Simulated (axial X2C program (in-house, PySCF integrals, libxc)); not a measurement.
**MnCl: cheaper levels and CCSD(T), with spin–orbit coupling**

Computed with an axial X2C code built on PySCF integrals. Two-component (2c) means X2C with spin–orbit coupling and atomic mean-field two-electron Coulomb and Gaunt terms. Basis: Mn dyall-cv3z [9s10p6d3f2g], Cl dyall-av3z [9s8p3d2f] (cores contracted in-house); Gaussian nuclei, density fitting, unrestricted open shells. Masses: Mn 54.938 u, Cl 34.969 u.

State: Ω = 3 (⟨Sz⟩ = 3.00, ⟨Lz⟩ = 0.00 at HF); fragments Mn + Cl.

```csv
level,Re (Å),ωe (cm⁻¹),De (eV)
PBE0,2.237,380.7,3.77
HF,2.311,366.5,3.06
MP2,2.261,378.7,3.75
CCSD,2.263,378.8,3.36
BLYP,2.251,360.9,3.39
```

Correlated methods: 14 electrons correlated (number of frozen shells: Mn 3 s, 2 p; Cl 2 s, 1 p), 260 virtual spin orbitals or spinors in MP2, 90 natural virtuals in coupled cluster.

CCSD(T), same Hamiltonian and basis:

Re = 2.261 Å, ωe = 378.4 cm⁻¹, De = 3.39 eV; T1 = 0.013 (Lee–Taylor normalisation).

Question: Give the differences from CCSD(T) in the columns below.

Answer: 

```csv
level,ΔRe (Å),Δωe (cm⁻¹),ΔDe (eV)
PBE0,-0.024,2,0.38
HF,0.050,-12,-0.33
MP2,0.000,0,0.36
CCSD,0.002,0,-0.03
BLYP,-0.010,-18,0.00
```

Occupations by symmetry block were frozen at the best pattern of an incomplete PBE0 search. De is counted from the lowest determinant-based energies of the atoms at the same level, without counterpoise correction. Density functionals use the spin component along the axis (collinear). CCSD and (T) use frozen natural virtuals with an MP2 correction for the truncation; (T) itself is uncorrected, so its De runs slightly low. In 2c an atomic determinant is not the ground J level, so De misses part of the atomic spin–orbit lowering. This holds for PBE0, BLYP. PBE0 can misorder states that lie within some tenths of an eV, so this need not be the ground state of the molecule. The nearest other 2c determinant of the search, Ω = 2, lies 0.68 eV up at the distance of the search. Without a current term, density functionals place determinants with orbital angular momentum somewhat too high. With several unpaired electrons one determinant need not be a pure state. Open-shell Ω = 0 determinants with evenly filled partner blocks cannot be reached by this program, so the Ω shown need not be the lowest component. At some level and bond length an empty orbital lies below a filled one.
